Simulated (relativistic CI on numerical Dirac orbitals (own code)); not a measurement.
# Li+: what numerical and physical settings do to a radial Dirac CI calculation

Reference input:

```
atom Li  Z=3  charge=1  electrons=2
nucleus A=7  rms_radius_fm=2.4440
hamiltonian dirac-coulomb  breit=on  qed=on  c_scale=1
orbitals kli  potential=per-configuration
slater_scale 1
correlation none
mixing on
grid step=0.0125 r_max=34.5
scf mixing=0.4 start=green max_iterations=150 tolerance=2e-08 node_fill=0.05
configurations
  1s2
end
```

Computed lowest total energy -7.23683 Ha, 9 SCF steps. Runs with settings changed; * marks those that are bad on purpose (the QED terms keep the true α when c is scaled):

| Changed | Outcome | Lowest level | ΔE (Ha) | First excitation (cm⁻¹) | SCF steps | Message |
| --- | --- | --- | --- | --- | --- | --- |
| start potential bare | converged | 1s² ¹S0 | 8.88e-14 |  | 9 |  |
| nuclear radius 2.1996 fm | converged | 1s² ¹S0 | 1.61e-07 |  | 9 |  |
| speed of light × 2, SCF mixing 0.9 | converged | 1s² ¹S0 | 0.000396 |  | 7 |  |
| speed of light × 0.8, grid step 0.02, end of the grid at 24.15 bohr | converged | 1s² ¹S0 | -0.000297 |  | 9 |  |
| SCF mixing 0.001 * | converged | 1s² ¹S0 | 3.38e-14 |  | 13 |  |
| node fill of the KLI weights 5 * | converged | 1s² ¹S0 | 3.55e-15 |  | 9 |  |

With so few configurations and no correlation, terms lie too far apart (by 10 to 50 % near neutrality), their order can be wrong, and levels of other configurations are missing.
